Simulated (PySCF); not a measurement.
Species: C5H6N2O.
SMILES with atom numbers: `[NH2:1][c:2]1[cH:3][n:4][cH:5][cH:6][c:7]1[OH:8]`

Cartesian coordinates in Å at the GFN2-xTB level; atoms count from 1:
```xyz
14
C5H6N2O angstrom
N      2.167   -0.126    0.104
C      0.802   -0.287    0.038
C      0.186   -1.537    0.097
N     -1.121   -1.722    0.109
C     -1.903   -0.661    0.061
C     -1.416    0.637   -0.007
C     -0.047    0.833   -0.019
O      0.527    2.072   -0.098
H      2.726   -0.918   -0.166
H      2.509    0.773   -0.197
H      0.792   -2.433    0.140
H     -2.967   -0.855    0.073
H     -2.091    1.481   -0.049
H     -0.165    2.743   -0.109
```

Probes without a nucleus sit at each ring's centroid and 1 Å off its mean plane on both sides; NICS is minus the shielding there, NICSzz its component along the normal. Level: GIAO PBE0/pcSseg-1 (PySCF, non-relativistic, gas phase) on the GFN2-xTB geometry, one conformer.

Ring bond lengths (Å), with Mayer bond orders in brackets: C2–C3 1.394 (1.33), C3–N4 1.320 (1.50), N4–C5 1.319 (1.50), C5–C6 1.388 (1.38), C6–C7 1.383 (1.42), C7–C2 1.407 (1.27).

Problem. What do the NICS probes read (ppm)?

Solution. 
```
             ring                                               type  NICS(0)  NICS(1), two faces  NICS(1)zz, two faces  rms pucker (Å)  centre to ring atoms, mean (Å)
C2–C3–N4–C5–C6–C7  6-membered ring with N; formal bonds all aromatic     -8.9       -10.3 / -10.5         -24.7 / -24.9            0.00                            1.37
```

Problem. What do they say, and how far can they be read as aromaticity?

Solution. 
- C2–C3–N4–C5–C6–C7: mean NICS(1)zz -24.8 ppm, shielded. The ring is flat and has no four-coordinate atom; by the NICS criterion it is aromatic.

Problem. What does the geometric index give? HOMA = 1 − mean of α(R − Ropt)² over the ring bonds, with Krygowski's 1993 parameters (CC: Ropt 1.388 Å, α 257.7 Å⁻²; CN: Ropt 1.334 Å, α 93.52 Å⁻²).

Solution. 
- C2–C3–N4–C5–C6–C7: HOMA 0.98; the largest term is that of C7–C2, α(R − Ropt)² = 0.10. The geometric and the magnetic index point the same way.

Problem. At the first NICS(1) probe listed for ring C2–C3–N4–C5–C6–C7, 1 Å off the ring, what do the in-plane components average?

Solution. The isotropic value is a third of the trace: (3 × -10.3 − (-24.7))/2 = -3.1 ppm.

Problem. Give the inner angles of the rings and the Hirshfeld charges of the ring atoms.

Solution. 
- C2–C3–N4–C5–C6–C7: C2 116.7° (+0.029 e), C3 124.3° (-0.016 e), N4 118.3° (-0.178 e), C5 123.1° (-0.009 e), C6 118.7° (-0.089 e), C7 119.0° (+0.063 e); sum 720.0° against 720° for a flat convex ring.

Problem. How shielded are the nuclei of the rings and their hydrogens (means over atoms taken as equivalent)?

Solution. 
```csv
atoms,environment,σ isotropic (ppm),"principal values of the symmetric part, first atom (ppm)"
C2,aromatic carbon bearing nitrogen,50.8,"-19.7, 20.4, 151.9"
C3,aromatic CH next to a ring nitrogen,46.4,"-41.9, 49.4, 131.9"
N4,pyridine-type nitrogen,-74.6,"-370.2, -155.7, 302.0"
C5,aromatic CH next to a ring nitrogen,42.8,"-54.8, 41.4, 141.8"
C6,aromatic CH carbon,74.0,"-17.3, 80.9, 158.4"
C7,aromatic carbon bearing oxygen,32.8,"-41.4, 16.1, 123.6"
H11,aromatic hydrogen,23.45,"19.3, 22.9, 28.2"
H12,aromatic hydrogen,23.66,"19.6, 24.2, 27.1"
H13,aromatic hydrogen,25.25,"22.5, 24.3, 29.0"
```
